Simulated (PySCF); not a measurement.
# S(3+) (sulfur, charge +3) across methods

[Ne] 3s2 3p1, 2P determinant. All numbers are calculated (PySCF 2.14, the non-relativistic Hamiltonian (point nucleus), in aug-cc-pV(Q+d)Z).

```
 method  E (hartree)  mean ε 3s α (eV)  mean ε 3s β (eV)  mean ε 3p α (eV)  Σ⟨r²⟩ (bohr²)   ⟨S²⟩
    PBE    -395.4273           -52.575           -51.193           -41.085          10.52  0.753
    LDA    -394.2062           -52.638           -51.353           -40.912          10.53  0.751
   PBE0    -395.4600           -54.489           -52.668           -42.750          10.53  0.755
wB97M-V    -395.6033           -56.861           -55.335           -44.650          10.57  0.752
  B3LYP    -395.6197           -54.129           -52.512           -42.398          10.53  0.754
    UHF   -395.08277           -59.325           -55.823           -47.051          10.64  0.762
 r2SCAN    -395.5605           -52.982           -51.397           -41.606          10.56  0.758
   PW91    -395.5801           -52.656           -51.280           -41.163          10.51  0.753
```

Estimate the same row for M06.

E (hartree) = -395.5972; mean ε 3s α (eV) = -54.530; mean ε 3s β (eV) = -52.695; mean ε 3p α (eV) = -42.307; Σ⟨r²⟩ (bohr²) = 10.45; ⟨S²⟩ = 0.752.
